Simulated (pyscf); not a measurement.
Cl–SiH₂–Si•(Cl)–Cl, doublet

Gas-phase minimum from PySCF at ωB97X-D3(BJ)/def2-SVP, one conformer. Other isomers of Cl–SiH₂–Si•(Cl)–Cl were not searched in full and may lie lower. 

```
Si
H 1 1.4854
H 1 1.4868 2 110.61
Cl 1 2.0653 2 109.74 3 120.79
Si 1 2.3341 2 110.08 3 -122.29
Cl 5 2.0652 1 107.27 2 -179.58
Cl 5 2.0714 6 108.85 1 114.42
```
Charge 0, spin multiplicity 2.

Properties at ωB97X-D3(BJ)/def2-SVP:

```yaml
harmonic_wavenumbers_unscaled: 37, 60, 131, 146, 191, 415, 501, 552, 578, 600, 689, 825, 945, 2270, 2286 cm⁻¹
zero_point_energy: 14.6 kcal/mol
rotational_symmetry_number: 1
Entropy of this conformer at 298 K and 1 atm, rigid rotor and harmonic oscillator, modes under 100 cm⁻¹ raised to 100: 380.4 J/(mol K)
dipole_moment: 1.27 D
Spin expectation value S2: 0.753
```

Single-point totals, which compare only within one level:

```csv
level,total energy (hartree)
ωB97X-D3(BJ)/def2-TZVP,-1961.02962
PBE/def2-TZVP,-1960.09932
r²SCAN/def2-TZVP,-1960.82151
B3LYP-D3(BJ)/def2-TZVP,-1961.06073
PBE0-D3(BJ)/def2-TZVP,-1960.27540
M06-2X/def2-TZVP,-1960.87292
ωB97M-D3(BJ)/def2-TZVP,-1961.19256
```

The lowest mode is so soft that the shape along it may change with the basis. Soft torsions are taken as harmonic, which can shift the entropy by several J/(mol K).
